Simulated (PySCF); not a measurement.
(1R)-1-chloro-1-fluoro-2-methylpropane (C₄H₈ClF), SMILES CC([C@@H](Cl)F)C.

Coordinates come from a PBE-D3(BJ)/def2-SVP optimisation. The values are those of a single conformer.

Method: PBE-D3(BJ)/def2-SVP in PySCF.

Frequencies are harmonic and unscaled.

| mode | ν (cm⁻¹) | IR (km/mol) | moving atoms (share of kinetic energy) |
|---|---|---|---|
| 1 | 98 | 0.3 | C 38 %, H 26 %, F 19 %, Cl 16 % |
| 2 | 207 | 0.5 | Cl 36 %, H 29 %, C 27 % |
| 3 | 224 | 0.5 | H 86 %, C 8 % |
| 4 | 245 | 1.0 | H 75 %, C 16 % |
| 5 | 253 | 2.4 | H 41 %, C 39 %, F 16 % |
| 6 | 332 | 0.9 | C 38 %, H 26 %, F 23 %, Cl 13 % |
| 7 | 374 | 0.7 | F 37 %, C 24 %, Cl 23 %, H 16 % |
| 8 | 485 | 2.5 | C 49 %, H 28 %, F 21 % |
| 9 | 534 | 13.9 | C 50 %, H 19 %, Cl 16 %, F 15 % |
| 10 | 714 | 56.3 | C 71 %, H 19 % |
| 11 | 822 | 32.8 | C 65 %, H 33 % |
| 12 | 901 | 1.4 | H 85 %, C 15 % |
| 13 | 932 | 11.8 | H 63 %, C 35 % |
| 14 | 952 | 13.5 | H 54 %, C 46 % |
| 15 | 1054 | 7.2 | H 65 %, C 31 % |
| 16 | 1085 | 118.5 | C 58 %, F 28 %, H 14 % |
| 17 | 1124 | 7.3 | C 57 %, H 42 % |
| 18 | 1171 | 2.5 | H 54 %, C 46 % |
| 19 | 1231 | 25.3 | H 75 %, C 23 % |
| 20 | 1267 | 2.1 | H 77 %, C 22 % |
| 21 | 1306 | 4.7 | H 75 %, C 25 % |
| 22 | 1324 | 13.7 | H 66 %, C 33 % |
| 23 | 1342 | 3.9 | H 66 %, C 34 % |
| 24 | 1354 | 14.8 | H 77 %, C 23 % |
| 25 | 1408 | 1.2 | H 96 % |
| 26 | 1413 | 0.6 | H 96 % |
| 27 | 1423 | 9.3 | H 96 % |
| 28 | 1440 | 14.4 | H 93 % |
| 29 | 2953 | 12.8 | H 92 % |
| 30 | 2973 | 17.2 | H 97 % |
| 31 | 2982 | 13.7 | H 97 % |
| 32 | 3010 | 24.7 | H 92 %, C 8 % |
| 33 | 3061 | 17.9 | H 91 %, C 9 % |
| 34 | 3072 | 0.5 | H 90 %, C 10 % |
| 35 | 3075 | 21.6 | H 91 %, C 9 % |
| 36 | 3082 | 9.2 | H 91 %, C 9 % |
